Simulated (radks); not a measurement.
Q: Tb32+, 33 electrons, occupied as [Ar] 3d10 4s2 4p3. All-electron calculation, non-relativistic Kohn-Sham, LDA (Slater exchange, Perdew-Wang correlation), spin-unpolarised, spherical densities, point nucleus; relativity is left out, which matters for an element this heavy. Program: a radial shooting solver on a logarithmic mesh with Libxc functionals. Some entries of the table are withheld. Estimate them.

orbital  occ.  eigenvalue (Ry)  r(max) (bohr)  <1/r> (bohr^-1)
1s          2        -3661.620            (1)            64.42
2s          2        -660.1841        0.08472            15.01
2p          6        -633.4296        0.06589              (2)
3s          2              (3)            (4)            5.756
3p          6        -199.5048         0.2211            5.703
3d         10        -177.6963         0.1754            5.606
4s          2        -98.42047         0.4988            2.817
4p          3        -93.45145         0.4962            2.765

A: 
(1) 1s r(max) (bohr): 0.01548
(2) 2p <1/r> (bohr^-1): 15.04
(3) 3s eigenvalue (Ry): -211.3410
(4) 3s r(max) (bohr): 0.2340
